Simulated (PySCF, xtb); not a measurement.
H8N2Si2, SMILES [SiH2](N)[SiH2]N.

GFN2-xTB run with xtb at its own geometry gives an orbital gap of 4.29 eV and a dipole moment of 2.32 D.

Geometry: PBE0-D3(BJ)/def2-SVP. The values are those of a single conformer.

Q: What does PBE/def2-TZVP run with PySCF give? (Estimate from the structure and the level; the computed values follow.)

A: gap 4.73 eV (levels -5.75 and -1.02 eV), dipole 2.06 D.
